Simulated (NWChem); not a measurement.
CH$_{5}$NOSi$_{2}$; SMILES C1=N[SiH2][SiH2]O1

```xyz
10

C      1.6018    -0.0550     0.0000
N      1.0441    -1.1942     0.0000
Si    -0.7205    -1.1946     0.0000
Si    -0.7385     1.1511     0.0000
O      0.9957     1.1494     0.0000
H      2.6984     0.0599     0.0000
H     -1.2700    -1.8595     1.2164
H     -1.2700    -1.8595    -1.2164
H     -1.1816     1.8869    -1.2179
H     -1.1816     1.8869     1.2179
```
Atoms are numbered in this order, from 1.

Results from NWChem. Geometry: optimised at PBE0/def2-SVP. Level: PBE0/def2-SVP with SMD (1 M gas to 1 M solution), gas-phase geometry. Reactions with the solvent are ignored.

Problem. Estimate the computed values for solvent water. Quantities: solvation free energy (kcal/mol); cavity-dispersion-structure term (kcal/mol); dipole in solution (D).

Solution. 
```
Item                                         Result
-------------------------------------------  ------
solvation free energy (kcal/mol)               -1.1
cavity-dispersion-structure term (kcal/mol)     3.4
dipole in solution (D)                         2.11
```
